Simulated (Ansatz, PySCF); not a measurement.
Reaction (SMILES): B=N (BNH2) -> B=[N-] + H+
Each molecule is optimised on its own at B3LYP-D3(BJ)/def2-TZVP (Ansatz, a program for electronic structure).

Wanted: gas-phase deprotonation energy (enthalpy at 298 K, with B3LYP-D3(BJ) rigid-rotor harmonic-oscillator terms from PySCF), in kcal/mol. Valence correlation only, unless marked. Spin-orbit coupling is left out. No relativistic terms. Anions need diffuse functions: aug- sets have them; def2-D sets add few; the other sets have none. CBS(X,Y): correlation extrapolated as X^-3; Hartree-Fock from the larger set.

```tsv
level	program	gas-phase deprotonation energy (kcal/mol)
HF-D4/def2-TZVPD	PySCF + dftd4	…
PBE/def2-TZVPD	Ansatz	…
TPSS-D4/def2-TZVPD	PySCF + dftd4	376.0
r2SCAN-D3(BJ)/def2-TZVPD	Ansatz + dftd3	376.0
B3LYP/def2-TZVPD	Ansatz	…
PBE0/6-31G*	Ansatz	…
LC-wPBE/def2-TZVPD	Ansatz	381.0
B2PLYP-D4/def2-TZVPD	Ansatz + dftd4	373.9
SCS-MP2/aug-cc-pVDZ	Ansatz	371.1
SCS-MP2/cc-pVTZ	Ansatz	378.0
SCS-MP2/cc-pwCVTZ	Ansatz	377.6
SCS-MP2/def2-TZVPP	Ansatz	376.6
SCS-MP2/def2-QZVPPD	Ansatz	375.1
CCSD/aug-cc-pVDZ	Ansatz	374.0
CCSD(T)/CBS(aug-cc-pVTZ,aug-cc-pVQZ)	Ansatz	375.1
```

Question: Fill in the missing entries.

Answer: 
- HF-D4/def2-TZVPD, gas-phase deprotonation energy (kcal/mol): 385.0
- PBE/def2-TZVPD, gas-phase deprotonation energy (kcal/mol): 372.9
- B3LYP/def2-TZVPD, gas-phase deprotonation energy (kcal/mol): 376.3
- PBE0/6-31G*, gas-phase deprotonation energy (kcal/mol): 386.9
